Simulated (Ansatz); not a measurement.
CH$_{4}$F$_{2}$OSeTi, SMILES `C[O][Ti]([F])([F])[SeH]`. Total charge 0; spin multiplicity 1. Geometry: relaxed with PBE0-D4/def2-TZVP. It is one conformer, not always the lowest.

```xyz
10

C     1.842   -0.677    0.415
O     0.600   -0.164    0.039
Ti   -0.853    0.562   -0.562
F    -1.253   -0.008   -2.177
F    -0.747    2.316   -0.595
Se   -2.528   -0.162    1.038
H     2.238   -1.310   -0.382
H     1.725   -1.273    1.323
H     2.538    0.142    0.610
H    -3.562    0.573    0.290
```

Question: What is the dipole moment at B3LYP/def2-TZVPP? (Best estimate.)

Answer: The calculation gave: 3.02 D, with components (2.58, -1.22, 1.00) D in this frame, pointing from negative to positive charge.

Question: And with PBE, r2SCAN, ωB97M-V? (Estimate.)

Answer: Ansatz gave: PBE 3.01 D, r2SCAN 3.00 D, ωB97M-V 2.99 D.

Question: Give the Mulliken charges with B3LYP, ωB97M-V, r2SCAN in def2-TZVPP. (An estimate is asked.)

Answer: The calculation gave: 
| atom | B3LYP | ωB97M-V | r2SCAN |
| --- | --- | --- | --- |
| C1 | -0.12 | -0.18 | 0.01 |
| O2 | -0.54 | -0.51 | -0.52 |
| Ti3 | 1.14 | 1.06 | 1.10 |
| F4 | -0.36 | -0.34 | -0.35 |
| F5 | -0.36 | -0.34 | -0.35 |
| Se6 | -0.16 | -0.16 | -0.18 |
| H7 | 0.12 | 0.13 | 0.08 |
| H8 | 0.12 | 0.13 | 0.08 |
| H9 | 0.12 | 0.13 | 0.08 |
| H10 | 0.04 | 0.07 | 0.06 |

B3LYP here is the variant with VWN-RPA as its local correlation; programs differ in this.
